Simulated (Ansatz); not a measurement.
The same path of H$_{4}$NOTe (7 atoms, charge 1, multiplicity 1) was run twice with different band settings. The coordinate that changes most is the height of O3 over the plane of its neighbours.

Method: RKS BLYP-D4/def2-SVP in Ansatz.

Relaxed end points:

```xyz
7
Properties=species:S:1:pos:R:3
N -1.519 -0.195 -0.714
Te -0.606 1.088 0.457
O 1.511 0.059 0.624
H -1.463 -0.139 -1.739
H -2.003 -1.025 -0.346
H 2.287 0.510 0.222
H 1.793 -0.299 1.496
```

```xyz
7
Properties=species:S:1:pos:R:3
N -1.475 -0.206 -0.703
Te -0.636 1.129 0.473
O 1.555 0.357 0.830
H -1.412 -0.154 -1.729
H -1.953 -1.040 -0.338
H 2.206 0.361 0.093
H 1.714 -0.448 1.373
```

Common settings: movable images 5; climbing image yes; spring 5.0 eV/Å²; start path through a guess of the saddle point; force threshold 0.05 eV/Å; iteration limit 60; end points relaxed.

| run | optimiser |
| --- | --- |
| 1 | quadratic models (default) |
| 2 | fire |

Problem. What does each run give, and how far can it be trusted?

Solution. Run 1: converged after 12 iterations, highest image 0.015 eV above the first end. A vibrational analysis at the climbing image gives one clearly imaginary mode, 248i cm⁻¹: a first-order saddle point.
Run 2: converged after 34 iterations, highest image 0.025 eV above the first end. The order of the stationary point at the top wasn't checked.
Limits of this set-up: the dipole of an ion depends on the origin.
